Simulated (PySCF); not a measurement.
## Ti²⁺: ionisation energy

Ti²⁺ [Ar] 3d2 (3F) → Ti³⁺ [Ar] 3d1 (2D), as a difference of total energies. Computed with PySCF 2.14 in x2c-TZVPPall (6s5p4d2f1g, 64 functions), with scalar relativity by spin-free X2C-1e. Correlated levels: valence: [Ar] frozen. The calculations carry no spin-orbit coupling.

| method | ionisation energy (eV) |
| --- | --- |
| UHF | 26.588 |
| MP2 (valence) | 26.705 |
| SCS-MP2 (valence) | 26.627 |
| CCSD (valence) | 26.739 |

Question: How much does correlation contribute at MP2 (valence)?

Answer: 26.705 − (26.588) = 0.117 eV, measured against UHF.

Errors of the correlated levels include the incompleteness of this basis and the frozen core.

With two correlated electrons CCSD is exact in that space.

For comparison: 27.492 eV (measured; NIST Atomic Spectra Database, ionization energies).
